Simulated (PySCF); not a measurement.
Zn⁺: ionisation energy

Zn⁺ [Ar] 3d10 4s1 (2S) → Zn²⁺ [Ar] 3d10 (1S), as a difference of total energies. Calculation: PySCF 2.14, in def2-SVP (5s3p2d1f, 31 functions); the non-relativistic Hamiltonian (point nucleus). Correlated levels: valence: [Ar] frozen. The calculations carry no spin-orbit coupling.

```tsv
method	ionisation energy (eV)
UHF	16.432
M06-2X	17.569
TPSS	17.616
MP2 (valence)	16.785
SCS-MP2 (valence)	16.736
CCSD (valence)	16.755
CCSD(T) (valence)	16.777
```

Task: How much does correlation contribute at CCSD(T) (valence)?

Result: 16.777 − (16.432) = 0.345 eV, measured against UHF.

These non-relativistic numbers lack the scalar-relativistic shift.

Errors of the correlated levels include the incompleteness of this basis and the frozen core.

For comparison: 17.964 eV (measured; NIST Atomic Spectra Database, ionization energies).
